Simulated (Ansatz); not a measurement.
A structure relaxed at PBE0-D4/def2-TZVP, charge 0, multiplicity 1:

```xyz
10

F     1.304   -2.036   -0.974
Si   -0.078   -1.323   -0.646
Se   -0.733   -0.042   -2.395
O     0.148   -0.461    0.700
Si    0.016    1.037    1.368
H    -1.102   -2.363   -0.441
H     0.495    0.762   -2.329
H     0.674    2.041    0.494
H     0.691    0.995    2.685
H    -1.415    1.389    1.539
```

Q: Give its formula and SMILES.

A: FH5OSeSi2, `F[SiH]([SeH])O[SiH3]`.

Q: Summarise the bond lengths by kind.

A: 1 × F–Si 1.589 Å; 1 × Se–Si 2.265 Å; 2 × O–Si 1.615 to 1.645 Å; 4 × H–Si 1.474 to 1.485 Å; 1 × H–Se 1.470 Å.

Computed with Ansatz.
